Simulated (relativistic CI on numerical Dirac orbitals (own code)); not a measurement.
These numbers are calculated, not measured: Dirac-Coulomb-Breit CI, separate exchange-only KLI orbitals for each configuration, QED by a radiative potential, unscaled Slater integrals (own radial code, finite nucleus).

Configurations in the expansion (outside the closed core [Ne]): 3s²3p⁶3d⁹, 3s²3p⁵3d¹⁰, 3s3p⁶3d¹⁰, 3s²3p⁶3d⁸4s, 3s²3p⁶3d⁸4p, 3s²3p⁴3d¹⁰4s, 3s²3p⁶3d⁸4d, 3s²3p⁴3d¹⁰4p, 3s²3p⁵3d⁹4s, 3s²3p⁶3d⁸4f, 3s²3p⁴3d¹⁰4d, 3s3p⁵3d¹⁰4s, 3s²3p⁵3d⁹4p, 3s3p⁵3d¹⁰4p, 3s²3p⁶3d⁷4s², 3s²3p⁵3d⁹4d, 3s3p⁶3d⁹4s, 3s3p⁵3d¹⁰4d, 3s²3p⁶3d⁷4s4p, 3p⁶3d¹⁰4s, 3s²3p⁵3d⁹4f, 3s²3p⁶3d⁸5s, 3s²3p⁶3d⁷4p², 3s²3p⁶3d⁷4s4d, 3s3p⁶3d⁹4p, 3s²3p⁶3d⁸5p, 3p⁶3d¹⁰4p, 3s²3p⁵3d⁸4s², 3s²3p⁶3d⁸5d, 3s²3p⁶3d⁷4p4d, 3p⁶3d¹⁰4d, 3s²3p⁶3d⁸5f, 3s3p⁶3d⁹4d, 3s²3p⁶3d⁸5g, 3s²3p⁵3d⁸4s4p, 3s²3p⁶3d⁷4d². Levels of other configurations are missing.

At this charge energies of transitions that change n are usually good to better than 1 %, and those within a shell (Δn = 0) to a few per cent.

Outline of the computed level scheme of W XLVIII. Lowest level of each configuration: 3s²3p⁶3d⁹ ²D5/2 at 0.00 eV; 3s²3p⁵3d¹⁰ ²P°3/2 at 450.49 eV; 3s3p⁶3d¹⁰ ²S1/2 at 997.14 eV; 3s²3p⁶3d⁸4s ⁴F9/2 at 1607.34 eV; 3s²3p⁶3d⁸4p ⁴D°7/2 at 1702.96 eV.

Some strong electric-dipole decays among the lowest 45 levels: 3s²3p⁶3d⁸4p ²P°3/2 → 3s²3p⁶3d⁹ ²D5/2 (9.9e+12 s⁻¹); 3s²3p⁶3d⁸4p ²D°3/2 → 3s²3p⁶3d⁹ ²D3/2 (9.9e+12 s⁻¹); 3s²3p⁶3d⁸4p ²D°5/2 → 3s²3p⁶3d⁹ ²D5/2 (8.1e+12 s⁻¹); 3s²3p⁶3d⁸4p ²D°5/2 → 3s²3p⁶3d⁹ ²D5/2 (7.7e+12 s⁻¹); 3s²3p⁶3d⁸4p ²F°7/2 → 3s²3p⁶3d⁹ ²D5/2 (6.9e+12 s⁻¹); 3s²3p⁶3d⁸4p ²F°7/2 → 3s²3p⁶3d⁹ ²D5/2 (6.3e+12 s⁻¹); 3s²3p⁵3d¹⁰ ²P°1/2 → 3s²3p⁶3d⁹ ²D3/2 (6.0e+12 s⁻¹); 3s²3p⁶3d⁸4p ⁴D°3/2 → 3s²3p⁶3d⁹ ²D5/2 (5.6e+12 s⁻¹).

LS names give the leading component of a level, which can be under half, so a name can repeat, a term be missing and a line seem to break the LS rules.
